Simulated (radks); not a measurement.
Polarisability of neutral europium, [Xe] 4f7 6s2, at imaginary frequency. Calculated with a radial shooting solver on a logarithmic mesh with Libxc functionals: scalar-relativistic Kohn-Sham, PBE, spin-polarised, spherical densities, finite nucleus; open shells are filled with parallel spins first (spin-orbit coupling, left out, can overturn this in heavy ions); Fermi nuclear charge, rms radius 5.1115 fm. Response by self-consistent Sternheimer equations with the Hartree and adiabatic LDA kernel, the relativistic mass of each level held fixed and spin-orbit coupling left out.

| w (hartree) | alpha1(iw) (bohr^3) |
|---|---|
| 0.00266 | 178.7 |
| 0.0143 | 175.8 |
| 0.0360 | 161.5 |
| 0.0697 | 128.7 |
| 0.118 | 86.67 |
| 0.186 | 52.05 |
| 0.280 | 30.27 |
| 0.413 | 18.05 |
| 0.605 | 11.22 |
| 0.892 | 7.078 |
| 1.35 | 4.292 |
| 2.12 | 2.362 |
| 3.59 | 1.120 |
| 6.94 | 0.4185 |
| 17.5 | 0.09388 |

Static values: alpha1 = 178.8 bohr^3 (26.49 angstrom^3; uncoupled 337.2). C6 = 2842, triple-dipole C9 = 365800 atomic units. One-pole (London) frequency 4 C6 / (3 alpha1^2) = 0.119 hartree, against 0.127 for minus the highest occupied eigenvalue. Recommended static value: 184 bohr^3 (Schwerdtfeger and Nagle, 2023 table).
